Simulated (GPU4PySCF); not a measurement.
GPU4PySCF input for Si(Ph)(OMe)3 (C9H14O3Si), SMILES CO[Si](OC)(OC)c1ccccc1, PBE-D3(BJ)/def2-TZVP. Coordinates come from a PBE-D3(BJ)/def2-TZVP optimisation. The isomer is the one that the SMILES or the coordinates give; other isomers of the formula were not compared. The values are those of a single conformer.

```python
import numpy as np
import cupy as cp
from pyscf import gto, lo
from gpu4pyscf import dft
from gpu4pyscf.properties import polarizability, raman as raman_tools
from pyscf.hessian import thermo

mol = gto.M(
    atom='''
    C    -0.93356098    1.22337419    2.52472039
    O    -1.37340639    1.31463962    1.17167115
    Si   -0.93862607    0.18511729    0.04999379
    O    -1.52521686   -1.32028125    0.41092477
    C    -2.91872399   -1.56819953    0.59408146
    O    -1.60822398    0.80768779   -1.32377222
    C    -1.41623684    0.18245770   -2.59058444
    C     0.90551099   -0.03466883   -0.07834517
    C     1.53251160   -1.27816471    0.11302465
    C     2.91927790   -1.40355271    0.00889904
    C     3.70267798   -0.28609928   -0.28865711
    C     3.09679406    0.95798304   -0.48212509
    C     1.71053999    1.08049525   -0.37746580
    H     0.16729698    1.23563948    2.59347756
    H    -1.33059625    2.09254545    3.06656965
    H    -1.30333991    0.30490135    3.01135796
    H    -3.32689067   -0.97170765    1.42647693
    H    -3.04654011   -2.63452141    0.82538035
    H    -3.49220227   -1.33002576   -0.31678118
    H    -1.83637775   -0.83750018   -2.60831669
    H    -1.93341474    0.78886922   -3.34654533
    H    -0.34678728    0.12387912   -2.85444894
    H     0.92179604   -2.15242136    0.34582631
    H     3.39133735   -2.37619393    0.16036742
    H     4.78684630   -0.38415880   -0.37000850
    H     3.70643957    1.83309512   -0.71476690
    H     1.24523088    2.05783685   -0.53037865
    ''',
    basis='def2-TZVP',
    charge=0,
    spin=0,
    max_memory=12000,
    verbose=3,
)
mf = dft.RKS(mol, xc='pbe').density_fit(auxbasis='def2-universal-jkfit')
mf.disp = 'd3bj'
mf.grids.atom_grid = (99, 590)
mf.conv_tol = 1e-11
mf.max_cycle = 100
mf.kernel()
# [left out here: the lines that compute and print the analytic Hessian (its translational invariance restored by hand, since the grid's response is missing), thermochemistry and intensities]
```

Program output:

```
converged SCF energy = -866.07518677397

WARN: DFTD3 does not support analytical Hessian, using finite difference


WARN: Mole.unit (angstrom) is changed to Bohr

temperature 298.1500 [K]
pressure 101325.00 [Pa]
Rotational constants [GHz] 1.03070 0.48490 0.46017
Symmetry number 1
Zero-point energy (ZPE) 0.21258 [Eh]   558135.645 [J/mol]
                           tot       elec      trans        rot        vib
Entropy [J/mol/K]       569.881      0.000    174.718    132.272    262.891
Cv [J/mol/K]            229.604      0.000     12.472     12.472    204.660
Cp [J/mol/K]            237.918      0.000     20.786     12.472    204.660
Internal energy [J/mol]                      3718.434   3718.434 593724.529
Internal energy [Eh]   -865.84622  -866.07519
Enthalpy [J/mol]                             6197.391   3718.434 593724.529
Enthalpy [Eh]          -865.84527
Gibbs free energy [J/mol]                  -45894.748 -35718.519 515343.701
Gibbs free energy [Eh] -865.90999
mode   freq/cm-1   IR/(km/mol)
   1       15.36         0.000
   2       41.37         0.105
   3       45.27         0.010
   4       61.92         0.297
   5       66.27         0.033
   6       66.46         0.293
   7       71.69         2.912
   8       84.02         0.106
   9      104.55         2.307
  10      123.87         2.070
  11      164.75        14.567
  12      174.61         8.193
  13      250.84         2.212
  14      265.99         1.233
  15      286.14         8.592
  16      337.62         7.595
  17      372.96         8.565
  18      383.58         0.043
  19      468.52        74.661
  20      477.88        22.520
  21      612.79         0.153
  22      646.75        19.781
  23      688.60        39.832
  24      729.56        26.230
  25      741.07       106.347
  26      808.54        70.343
  27      817.09       136.776
  28      838.74         0.280
  29      900.04         0.035
  30      928.00         0.069
  31      945.51         0.017
  32      992.33         0.965
  33     1027.57         0.979
  34     1069.30         2.106
  35     1074.14       449.998
  36     1078.19       271.876
  37     1098.86         5.971
  38     1117.15        81.340
  39     1139.00         0.267
  40     1139.88         0.035
  41     1142.59         0.213
  42     1149.45         0.236
  43     1164.29        57.236
  44     1166.90        98.435
  45     1171.38        13.520
  46     1175.31         0.153
  47     1294.98         2.551
  48     1335.15         0.052
  49     1419.82        12.146
  50     1429.33         0.244
  51     1429.72         0.041
  52     1432.15         0.019
  53     1445.14         6.461
  54     1447.43         9.901
  55     1447.52         0.084
  56     1449.13         3.920
  57     1450.60         5.024
  58     1454.01         2.386
  59     1472.68         0.439
  60     1568.75         0.056
  61     1591.11         4.556
  62     2932.18       109.198
  63     2933.84         6.364
  64     2940.33        74.779
  65     2989.69         0.275
  66     2990.21        66.791
  67     2999.24        34.038
  68     3035.25        21.990
  69     3035.43        50.199
  70     3036.08        18.912
  71     3086.16         2.515
  72     3096.26         0.093
  73     3106.34         7.935
  74     3115.09        20.549
  75     3122.67        18.500
max |gradient| / (hartree/bohr): 7.880368273326788e-05
APT charges: [ 0.4914 -0.9913  2.1433 -1.0098  0.5368 -0.9914  0.4914 -0.3883 -0.0218
 -0.0323 -0.0182 -0.0401 -0.0211 -0.0293 -0.0289 -0.0389 -0.0435 -0.0322
 -0.0437 -0.039  -0.0289 -0.0293  0.0508  0.0225  0.0284  0.0227  0.041 ]
```

The calculation finished and met its thresholds.
